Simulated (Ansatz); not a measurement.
AsGeH5O, SMILES `O[AsH][GeH3]`. Total charge 0; spin multiplicity 1.

Cartesian coordinates in Å:
```
O 1.2288 -1.4965 0.3784
As -0.5250 -1.0961 0.5971
Ge -0.3295 1.1878 -0.2149
H 1.5038 -2.0226 1.1336
H -0.9778 -1.5920 -0.7776
H -1.7387 1.7129 -0.5440
H 0.5563 1.2494 -1.4675
H 0.2820 2.0572 0.8950
```

(1) List the harmonic frequencies (cm⁻¹, unscaled) at PBE0-D4/def2-TZVP in Ansatz. (Best estimate.)

(2) Is this a minimum?

(3) Give the ideal-gas thermochemistry at 298.15 K and 1 bar (rigid rotor, harmonic oscillator; point group C1, symmetry number 1).

(4) And at 400, 500, 600, 800 and 1000 K?

(5) Rotational constants (cm⁻¹)?

## Answers

(1) Ansatz gave: 102, 129, 190, 268, 424, 474, 653, 680, 790, 812, 872, 880, 1049, 2140, 2155, 2160, 2171, 3880.

(2) Yes, all 18 modes are real.

(3) Zero-point energy 118.6 kJ/mol; H(298) − E = 137.8 kJ/mol; entropy 340.8 J/(mol·K), of which translation 172.8, rotation 112.2, vibration 55.7; G(298) − E = 36.2 kJ/mol.

(4) 
```
T (K)  H − E (kJ/mol)  S (J/mol/K)  G − E (kJ/mol)
  400           148.3        370.8            -0.1
  500           159.8        396.4           -38.4
  600           172.2        419.1           -79.2
  800           199.4        458.0          -167.1
 1000           228.7        490.7          -262.0
```

(5) 0.3218, 0.06162, 0.05362.
